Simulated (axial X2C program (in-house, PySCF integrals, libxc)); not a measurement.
## Outer orbitals of InB⁺ at 3.002 Å, HF

All values were computed with an in-house relativistic program for diatomic molecules. Spin-free means the one-electron spin-free X2C Hamiltonian; two-component (2c) means X2C with spin–orbit coupling and atomic mean-field two-electron Coulomb and Gaunt terms, so the difference of the two also holds small scalar two-electron terms. Basis: In dyall-cv3z [11s12p9d4f1g], B dyall-v3z [7s6p2d1f] (cores contracted in-house); Gaussian nuclei, density fitting, unrestricted open shells. Masses: In 114.904 u, B 11.009 u.

The distance is close to the 2c PBE0 minimum; the highest filled and lowest empty levels are listed.

Spin-free orbitals, state M_S = 1/2, Λ = 0 (beyond evenly filled blocks: σα) (Löwdin shares):

```
symmetry  occupied  ε (eV)             atomic character
     δ-β       yes  -33.83                    100% In d
     δ+β       yes  -33.83                    100% In d
     δ+α       yes  -33.83                    100% In d
     δ-α       yes  -33.83                    100% In d
      σα       yes  -33.79                    100% In d
     π-α       yes  -33.77                    100% In d
     π+α       yes  -33.77                    100% In d
     π+β       yes  -33.75                    100% In d
     π-β       yes  -33.75                    100% In d
      σβ       yes  -33.73                    100% In d
      σα       yes  -20.63    81% B s, 8% In s, 6% In p
      σβ       yes  -18.59   68% B s, 21% In s, 5% In p
      σα       yes  -16.93    65% In s, 26% B p, 7% B s
      σβ       yes  -15.66    70% In s, 19% B s, 5% B p
      σα       yes  -13.57  61% B p, 19% In p, 18% In s
     π+α        no   -4.81            67% In p, 32% B p
     π-α        no   -4.81            67% In p, 32% B p
     π-β        no   -4.71            72% In p, 27% B p
     π+β        no   -4.71            72% In p, 27% B p
```

Spinors with spin–orbit coupling (state Ω = 1/2):

```
   ω  occupied  ε (eV)             atomic character     λ mixture
 3/2       yes  -34.38                    100% In d  82% δ, 18% π
-3/2       yes  -34.37                    100% In d  82% δ, 18% π
 1/2       yes  -34.33                    100% In d  58% π, 42% σ
-1/2       yes  -34.32                    100% In d  62% π, 38% σ
-5/2       yes  -33.47                    100% In d        100% δ
 5/2       yes  -33.46                    100% In d        100% δ
 3/2       yes  -33.41                    100% In d  82% π, 18% δ
 1/2       yes  -33.41                    100% In d  58% σ, 42% π
-3/2       yes  -33.40                    100% In d  82% π, 18% δ
-1/2       yes  -33.38                    100% In d  62% σ, 38% π
 1/2       yes  -20.63    81% B s, 8% In s, 6% In p        100% σ
-1/2       yes  -18.60   68% B s, 21% In s, 5% In p        100% σ
 1/2       yes  -16.93    65% In s, 26% B p, 7% B s        100% σ
-1/2       yes  -15.66    70% In s, 19% B s, 5% B p        100% σ
 1/2       yes  -13.57  61% B p, 19% In p, 18% In s        100% σ
-1/2        no   -4.86            69% In p, 30% B p   99% π, 1% σ
 1/2        no   -4.76            73% In p, 25% B p        100% π
 3/2        no   -4.76            64% In p, 34% B p        100% π
-3/2        no   -4.66            70% In p, 29% B p        100% π
```

**Question.** How does the gap between the highest filled and lowest empty level change from the spin-free to the 2c table?

**Answer.** From 8.76 to 8.71 eV at HF, a change of -0.05 eV.

Mulliken charges and populations of the two-component result (they depend on the basis, above all on diffuse functions):

In 0.81 e (s 9.96 p 18.20 d 20.02), B 0.19 e (s 3.93 p 0.87 d 0.01). ⟨Lz⟩ = 0.00 ħ and ⟨Sz⟩ = 0.50 ħ (0.08 and 0.42 on the two atoms), which add up to Ω.

The state is a single determinant with fixed occupations, the lowest that a limited PBE0 search found.
